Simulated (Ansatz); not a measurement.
Mulliken charges of AlAsH3NS, SMILES `N[As]1[AlH][S]1` from r2SCAN/def2-TZVPP in Ansatz (PBE0-D4/def2-TZVP geometry).

```json
{"atom": "N1", "x (Å)": "-0.889", "y (Å)": "1.341", "z (Å)": "0.303", "charge (e)": "-0.399"}
{"atom": "As2", "x (Å)": "0.135", "y (Å)": "0.681", "z (Å)": "-1.074", "charge (e)": "0.168"}
{"atom": "Al3", "x (Å)": "1.370", "y (Å)": "-1.109", "z (Å)": "-0.069", "charge (e)": "0.366"}
{"atom": "S4", "x (Å)": "-0.333", "y (Å)": "-1.671", "z (Å)": "-1.209", "charge (e)": "-0.335"}
{"atom": "H5", "x (Å)": "-1.829", "y (Å)": "1.578", "z (Å)": "0.016", "charge (e)": "0.159"}
{"atom": "H6", "x (Å)": "-0.912", "y (Å)": "0.842", "z (Å)": "1.180", "charge (e)": "0.146"}
{"atom": "H7", "x (Å)": "2.519", "y (Å)": "-1.730", "z (Å)": "0.807", "charge (e)": "-0.106"}
```

Q: By hand: the dipole of these point charges (1 e Å = 4.8032 D).

A: Σ q r = (0.299, 0.290, 0.168) e Å, of length 0.449 e Å = 2.16 D.

Q: How does the dipole of the full density compare? (Estimate.)

A: The calculation gave: (0.124, 0.088, 0.371) e Å, 1.93 D; the point charges give 1.12 times that, at 46° from its direction.

Point charges leave out the atoms' own dipoles, such as those of lone pairs, and Mulliken's split depends on the basis, so the two needn't agree.
